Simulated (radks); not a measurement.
The numbers below are computed, except where a source is named.
Question: Ionisation of Zn, [Ar] 3d10 4s2, to Zn+, [Ar] 3d10 4s1, under several functionals. Scalar-relativistic Kohn-Sham, spin-unpolarised, spherical densities, point nucleus; a radial shooting solver on a logarithmic mesh with Libxc functionals. Known Delta-SCF values: XLYP 9.968 eV; B86b exchange with PBE correlation 9.927 eV. What does BLYP give, and what is its highest occupied eigenvalue?

Answer: 9.940 eV by Delta-SCF; the 4s eigenvalue is -5.962 eV. NIST: 9.394 eV (measured).

Beside tabulated values, note that spin-unpolarised runs miss the spin-polarisation part of the exchange energy of open shells.
